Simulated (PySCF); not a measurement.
# How methods differ on the fine-structure interval of Ti³⁺

Ti³⁺ [Ar] 3d1 [3d3/2^1, M_J = 3/2] → Ti³⁺ [Ar] 3d1 [3d5/2^1, M_J = 5/2], as a difference of total energies. All numbers are calculated (PySCF 2.14, the two-component X2C-1e Hamiltonian, in x2c-SVPall-2c (5s5p3d1f, 42 functions)). Correlated levels: [Ne] frozen; the 6 highest virtual spinors dropped. "Screened" scales the spin-orbit matrix elements by Boettger's factors to mimic the two-electron term; Breit and QED terms are absent.

```json
{"method": "GHF (screened spin-orbit)", "fine-structure interval (cm⁻¹)": "488.00"}
{"method": "GMP2 (screened spin-orbit)", "fine-structure interval (cm⁻¹)": "296.16"}
{"method": "GHF (bare spin-orbit)", "fine-structure interval (cm⁻¹)": "831.00"}
```

GHF and GMP2 differ strongly here because the two determinants are spin-polarised to different degrees; the interval is a small difference of such terms.
